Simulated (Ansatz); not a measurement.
System: NbF (charge 0, quintet). SMILES: [F][Nb]

Atoms: Nb1, F2. Bonds: Nb1-F2.

Bond lengths (Å) and angles (degrees) optimised at HF/STO-3G with Ansatz (a quantum-chemistry and plane-wave program); HF/3-21G with Ansatz; HF/6-31G* with LANL2DZ past Ar with Ansatz; PBE/6-31G* with LANL2DZ past Ar with Ansatz; B3LYP/LANL2DZ with Ansatz; B3LYP/6-31G* with LANL2DZ past Ar with Ansatz, each started from the B3LYP-D3(BJ)/def2-TZVP structure (Ansatz) of the last column. A row stands for all coordinates that are equal there. 6-31G* holds six Cartesian d functions.

| coordinate | HF/STO-3G | HF/3-21G | HF/6-31G* with LANL2DZ past Ar | PBE/6-31G* with LANL2DZ past Ar | B3LYP/LANL2DZ | B3LYP/6-31G* with LANL2DZ past Ar | B3LYP-D3(BJ)/def2-TZVP |
|---|---|---|---|---|---|---|---|
| Nb1-F2 | 1.797 | 1.897 | 1.908 | 1.876 | 1.922 | 1.881 | 1.888 |

Mean signed difference of all 1 bond lengths from B3LYP-D3(BJ)/def2-TZVP: HF/STO-3G -0.090 Å, HF/3-21G 0.009 Å, HF/6-31G* with LANL2DZ past Ar 0.020 Å, PBE/6-31G* with LANL2DZ past Ar -0.011 Å, B3LYP/LANL2DZ 0.034 Å, B3LYP/6-31G* with LANL2DZ past Ar -0.007 Å.
